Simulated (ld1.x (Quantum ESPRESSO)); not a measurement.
## nitrogen (N): excitation energies, all-electron against TM

- Element: nitrogen (N)
- Generator: ld1.x (Quantum ESPRESSO) 7.5
- Type: norm-conserving Troullier–Martins (Kleinman–Bylander form)
- Functional: PBE
- Relativity: scalar-relativistic
- Frozen core: [He]
- Valence charge: 5
- Reference configuration: 2s2 2p1.5 (charge +1.5)
- Partial waves: 2s (bound): rc 0.85 bohr; 2p (bound): rc 1.15 bohr
- Local potential: the p channel
- Core correction: Bessel-smoothed model core, default radius (core density twice the valence density)

Energies are relative to the spin-unpolarised reference configuration 2s2 2p1.5; without spin polarisation the order of configurations can differ from experiment.

```tsv
valence configuration	charge	ΔE all-electron (eV)	error AE − PS (meV)
2s2 2p3	0	-25.914	+7.5
2s2 2p2	+1	-12.323	+2.7
2s2 2p1	+2	16.531	+5.0
2s1 2p0	+4	141.432	+248
2s1 2p3	+1	-0.542	+17
2s2 2p3.3	-0.3	-27.533	+7.1
```

Task: What are ΔE and the potential's error for 2s1 2p4?

Result: ΔE = -14.407 eV all-electron; the error (AE − PS) is +22 meV.
